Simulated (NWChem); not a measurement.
Species: C₂H₄OSe; SMILES C[Se]C=O

```xyz
8

C     -1.5707     0.6156     0.0000
Se     0.3667     0.6160     0.0000
C      0.5820    -1.2872     0.0000
O     -0.3050    -2.0901     0.0000
H     -1.9408     1.1201     0.9009
H     -1.9408     1.1201    -0.9009
H     -1.8745    -0.4419     0.0000
H      1.6628    -1.5632     0.0000
```
Atoms are numbered in this order, from 1.

Level: PBE0/def2-SVP (NWChem), optimised geometry, unscaled harmonic frequencies. This build's default masses of Se (78.918 u) and Br (79.917 u) are each other's, which moves their modes by up to 0.6 %.

Q: List the harmonic frequencies with IR intensities, and the thermochemistry.

A: 
```csv
frequency (cm⁻¹),IR intensity (km/mol)
123,0.1
226,8.9
244,12.5
426,1.2
626,0.3
687,104.4
893,7.1
929,20.5
943,0.3
1284,12.1
1352,16.9
1444,11.6
1449,9.0
1839,345.5
2981,66.0
3072,12.7
3196,3.8
3213,0.3
```

```
Item                                                                               Result
-----------------------------------------------------------------------  ----------------
zero-point energy                                                           35.6 kcal/mol
thermal correction to the enthalpy at 298.15 K (with zero-point energy)     39.5 kcal/mol
heat capacity Cv                                                         16.6 cal/(mol K)
entropy at 298.15 K and 1 atm (symmetry number 1)                        74.8 cal/(mol K)
dipole moment                                                                      1.32 D
```

Rigid rotor and harmonic oscillator.
